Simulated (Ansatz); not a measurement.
Start from `[F][Ge]([F])([Br])[Br]` and change one element to get `[F][Sn]([F])([Br])[Br]`.

Ansatz, PBE0-D4/def2-TZVP geometries, multiplicity 1. 

Elements past krypton have def2 core potentials. Scalar relativity is left out up to krypton.

| property | `[F][Ge]([F])([Br])[Br]` |
| --- | --- |
| HOMO energy (ωB97M-V/def2-TZVPP) / eV | -11.51 |
| size of the dipole moment (B3LYP/def2-TZVPP) / D | 1.60 |
| HOMO–LUMO gap (ωB97M-V/def2-TZVPP) / eV | 11.23 |
| LUMO energy (ωB97M-V/def2-TZVPP) / eV | -0.28 |
| HOMO energy (PBE/def2-TZVPP) / eV | -7.96 |
| size of the dipole moment (ωB97M-V/def2-TZVPP) / D | 1.57 |

**Question.** Give the same properties after the change, and the shifts. (An estimate is asked.)

**Answer.** Computed: 
| property | `[F][Sn]([F])([Br])[Br]` | shift |
| --- | --- | --- |
| HOMO energy (ωB97M-V/def2-TZVPP) / eV | -11.65 | -0.14 |
| size of the dipole moment (B3LYP/def2-TZVPP) / D | 2.06 | 0.46 |
| HOMO–LUMO gap (ωB97M-V/def2-TZVPP) / eV | 10.29 | -0.94 |
| LUMO energy (ωB97M-V/def2-TZVPP) / eV | -1.36 | -1.08 |
| HOMO energy (PBE/def2-TZVPP) / eV | -8.10 | -0.14 |
| size of the dipole moment (ωB97M-V/def2-TZVPP) / D | 2.02 | 0.45 |

With PBE0 the HOMO falls by 0.14 eV and the LUMO falls by 1.07 eV, so the gap narrows by about 0.93 eV. PBE moves the HOMO by -0.14 eV and ωB97M-V by -0.14 eV. Dipoles are sizes alone; their direction can turn.

B3LYP here is the variant with VWN-RPA as its local correlation; programs differ in this.

Spin–orbit coupling is left out; it splits and shifts lone-pair levels of the heavy atoms by tenths of an eV.
